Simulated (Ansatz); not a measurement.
This geometry of CH₃AlO₂ (7 atoms, charge 0, multiplicity 1) is a first-order saddle point.

Theory: RKS PBE/def2-mTZVP (Ansatz).

```xyz
7
Properties=species:S:1:pos:R:3
Al -0.685 -0.781 -0.276
H 0.013 -0.324 1.165
H -0.011 -2.053 -0.956
H -2.198 -0.313 -0.447
O 0.460 0.827 -0.851
C 0.900 1.053 0.265
O 1.522 1.591 1.100
```

Question: Which two structures does it join? (They come from a converged band through this point; their orientation in space is the band's.)

Answer: Bonds broken: Al1–H2. Bonds formed: Al1–O5, H2–C6.

Initial state:

```xyz
7
Properties=species:S:1:pos:R:3
Al -0.825 -1.009 -0.142
H -0.398 -0.964 1.407
H -0.073 -2.022 -1.126
H -2.195 -0.314 -0.590
O 0.509 0.800 -0.592
C 1.164 1.434 0.161
O 1.817 2.076 0.882
```

Final state:

```xyz
7
Properties=species:S:1:pos:R:3
Al -0.612 -1.012 -0.745
H -0.220 1.088 1.306
H -0.243 -1.967 -1.952
H -1.982 -0.941 0.062
O 0.667 0.083 -0.272
C 0.715 1.023 0.701
O 1.675 1.727 0.902
```

Question: How far does it lie above each of them?

Answer: 0.181 eV above the first and 0.951 eV above the second. This is the barrier of this one path; another mechanism may lie lower. The orbitals stay closed-shell, which can raise the energy where a bond breaks towards radicals; this wasn't checked here.

The run took 2.7 min on 2 threads of Intel(R) Xeon(R) Platinum 8488C (Sapphire Rapids), on a shared host, peak memory 0.17 GiB.
